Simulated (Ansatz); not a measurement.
Input for Ansatz (an electronic-structure program): R-wB97M-V/def2-TZVPP on BeBrF (SMILES [F][Be][Br]), atoms moved off the minimum.

Ansatz 0.2 input:
```yaml
crystal:
  periodic: [false, false, false]
  atoms:
    - {symbol: Be, position_ang: [0.06880395, -0.03714184, -1.16538089]}
    - {symbol: F, position_ang: [0.05497424, -0.08696736, -2.53612288]}
    - {symbol: Br, position_ang: [0.01815444, -0.14556719, 0.75513599]}
basis:
  gaussian:
    orbitals: def2-TZVPP
hamiltonian:
  xc: {name: wB97M-V}
scf: {lower_state_search: off}
output: {forces: true}
```

Question: Give the final energy of this run.

Answer: -2688.7676 hartree.
